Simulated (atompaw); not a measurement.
Pseudopotential generation for potassium: PAW (atompaw), PBEsol, scalar-relativistic.

atompaw 4.2.0.5 was run on this input:

```
K 19
GGA-PBESOL scalarrelativistic loggrid 1500 logderivrange -5 5 251
4 4 3 0 0 0
4 0 0
4 1 1
3 2 0
0 0 0
c
c
v
v
c
v
v
v
2
3.00 2.75 2.05 2.10
n
n
y
2
n
custom polynom vanderbiltortho sinc
bessel
1.35
2.50
2.15
2.25
3.00
3.00
PWSCFOUT
UPFDX 0.0125d0 UPFXMIN -7.d0 UPFZMESH 19.d0
END
```

Command:

```bash
atompaw < K.input > K.log
```

Output (summary file):

```
Completed calculations for K (AE)

 Exchange-correlation type: GGA, Perdew-Burke-Ernzerhof modified (PBEsol)

 Radial integration grid is logarithmic
 r0 =   4.2633078E-04 h =   8.1002849E-03   n =      1500 rmax =   8.0000000E+01

 Scalar relativistic calculation

 AEatom converged in  57 iterations
   nz     =  19.00
   delta  =       4.241887431500E-14

 All Electron Orbital energies:
  n  l      occupancy      energy
  1  0      2.0000000E+00 -2.5862146E+02
  2  0      2.0000000E+00 -2.6045987E+01
  3  0      2.0000000E+00 -2.7024666E+00
  4  0      0.0000000E+00 -2.1395705E-01
  2  1      6.0000000E+00 -2.0683368E+01
  3  1      6.0000000E+00 -1.4902440E+00
  4  1      1.0000000E+00 -1.0042298E-01
  3  2      0.0000000E+00 -3.2311006E-02

 Total energy
   Total                    :    -1202.45775496902911

 ---
 Completed calculations for K (SC)

 Exchange-correlation type: GGA, Perdew-Burke-Ernzerhof modified (PBEsol)

 Radial integration grid is logarithmic
 r0 =   4.2633078E-04 h =   8.1002849E-03   n =      1500 rmax =   8.0000000E+01

 Scalar relativistic calculation

 SCatom converged in   4 iterations
   nz     =  19.00
   delta  =       9.299387438266E-15

 Valence Electron Orbital energies:
  n  l      occupancy      energy
   3  0      2.0000000E+00 -2.7024666E+00
   4  0      0.0000000E+00 -2.1395705E-01
   3  1      6.0000000E+00 -1.4902440E+00
   4  1      1.0000000E+00 -1.0042298E-01
   3  2      0.0000000E+00 -3.2311006E-02

 Total energy
   Total                    :    -1202.45775496774240
   Valence                  :     -111.18205013523769

 PAW parameters:
       lmax =            2
         rc =    3.0079984060674043
        irc =         1095
   rc_shape =    2.7515338895680177
    rc_vloc =    2.0554520868713939
    rc_core =    2.1060236669411707
   Vloc: truncated form - Vps(r)=A.sin(qr)/r for r<rc
   Projector type: polynomial pseudization + Vanderbilt ortho.
   Sinc^2 compensation charge shape zeroed at   2.7515E+00

 Number of basis functions     6
 No.   n  nodes  l      Energy         Cp coeff         Occ
  1    3    2    0   -0.2702467E+01  0.3134601E+00  0.2000000E+01
  2    4    3    0   -0.2139570E+00  0.5427232E+02  0.0000000E+00
  3    3    1    1   -0.1490244E+01  0.1053726E+02  0.6000000E+01
  4    4    2    1   -0.1004230E+00  0.6788347E+03  0.1000000E+01
  5    3    0    2   -0.3231101E-01  0.1373437E+03  0.0000000E+00
  6  999    1    2    0.2000000E+01 -0.1317484E+02  0.0000000E+00

 Eigenvalues of overlap operator (in the basis of projectors):
    1        7.80813232E-01
    2        1.65640775E+00
    3        3.19714325E+00
    4        1.11282241E+02
    5        1.20692982E+03
    6        1.78677279E+03

 Orbital leakage outside PAW augmentation regions
   orb  is_core?  %out_of_sphere
   1 0    T           0.00
   2 0    T           0.00
   3 0    F           0.44
   4 0    F          86.40
   2 1    T           0.00
   3 1    F           1.90
   4 1    F          96.65
   3 2    F          85.72

 Summary of PAW energies
   Total valence energy     :   -111.18205304061649
   Smooth energy            :      6.95000664591783
   One center               :   -118.13205968653432
   Smooth kinetic           :     14.46244551926114
   Vloc energy              :     -1.37644839722248
   Smooth exch-corr         :     -6.77036692710025
   One-center xc            :    -58.22936200387578
```

The run took about 11 s on one core of a shared server CPU.
